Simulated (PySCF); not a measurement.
# P²⁺ (phosphorus, charge +2) across methods

[Ne] 3s1 3p1 4s1, high-spin 4P determinant (an excited configuration). All numbers are calculated (PySCF 2.14, the non-relativistic Hamiltonian (point nucleus), in aug-cc-pV(T+d)Z with one added diffuse shell each of s, p, d, f type (7s6p5d3f, 71 functions)).

```csv
method,E (hartree),mean ε 3s α (eV),mean ε 3p α (eV),mean ε 4s α (eV),Σ⟨r²⟩ (bohr²),⟨S²⟩
PW91,-339.3101,-40.044,-30.157,-13.674,27.64,3.750
r2SCAN,-339.3021,-40.507,-30.580,-13.564,28.26,3.750
BP86,-339.3546,-40.057,-30.132,-13.756,27.63,3.750
UHF,-338.86620,-46.761,-35.699,-15.355,28.80,3.750
PBE0,-339.2011,-41.786,-31.601,-14.151,27.93,3.750
PBE,-339.1700,-39.966,-30.091,-13.633,27.73,3.750
TPSSh,-339.3409,-40.806,-30.834,-13.770,27.97,3.750
BHandHLYP,-339.3397,-43.414,-32.859,-14.423,28.17,3.750
LDA,-338.0497,-40.025,-29.963,-13.725,27.58,3.750
```

The outer electron is Rydberg-like, and this basis confines it to a smaller radius and binds it less than a complete one would.
